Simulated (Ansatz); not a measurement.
`F[SiH2][NH][AlH2]` + `BN` → `BN[SiH2]F` + `[NH2][AlH2]`  (ligand exchange at the Si–N bond)

Isolated molecules relaxed with PBE0-D4/def2-TZVP in Ansatz; ΔE leaves out vibrations. CCSD(T)/CBS is the MP2 limit (def2-TZVPP, def2-QZVPP) plus CCSD(T) − MP2 in def2-TZVPP, frozen cores. This one scheme is used for every species. DFT in def2-TZVPP. HSE06 is defined as in plane-wave codes. One conformer a species, not always the lowest.

`F[SiH2][NH][AlH2]`:

```xyz
9

F     1.855    1.315    1.023
Si    1.150    0.711   -0.283
N    -0.507    0.391   -0.026
Al   -1.304   -1.171    0.331
H     1.344    1.729   -1.343
H     1.828   -0.569   -0.589
H    -1.107    1.207   -0.052
H    -2.871   -1.157    0.543
H    -0.390   -2.457    0.396
```

`BN`:

Cartesian coordinates in Å:
```
B 0.263 0.137 -0.615
N -0.271 -0.141 0.632
H 0.335 -0.741 -1.425
H 0.639 1.249 -0.850
H -0.362 0.547 1.360
H -0.606 -1.052 0.897
```

`BN[SiH2]F`:

```xyz
9

B     0.282   -1.254   -0.873
N    -0.200    0.041   -0.629
Si   -0.075    0.893    0.869
F    -1.455    0.825    1.672
H     0.845   -1.833    0.011
H     0.130   -1.752   -1.950
H    -0.673    0.507   -1.391
H     0.179    2.327    0.603
H     0.967    0.246    1.688
```

`[NH2][AlH2]`:

```xyz
6

N     0.205   -0.111   -0.908
Al   -0.181    0.098    0.802
H     1.108   -0.375   -1.267
H    -0.447    0.016   -1.666
H     0.975   -0.145    1.857
H    -1.660    0.517    1.182
```

```
             level  ΔE (kJ/mol)  difference from CCSD(T)/CBS
       LDA (SPW92)         22.8                          3.2
            PBE-D4         22.0                          2.4
           BLYP-D4         20.3                          0.7
            B2PLYP         20.1                          0.5
            revPBE         21.0                          1.4
            r2SCAN         21.3                          1.7
             HSE06         21.5                          1.9
         CAM-B3LYP         19.9                          0.3
      MP2/def2-SVP         24.0                          4.4
CCSD(T)/def2-TZVPP         20.6                          1.0
       CCSD(T)/CBS         19.6                            0
```

Largest T1 diagnostic among the species: 0.012.

Leaving LDA and LC-ωPBE aside and taking each functional with its dispersion term where it has one, the values spread over 1.9 kJ/mol, from B2PLYP to PBE-D4. At CCSD(T), def2-SVP lies +4.6 kJ/mol from the extrapolated value and def2-TZVPP +1.0 kJ/mol.
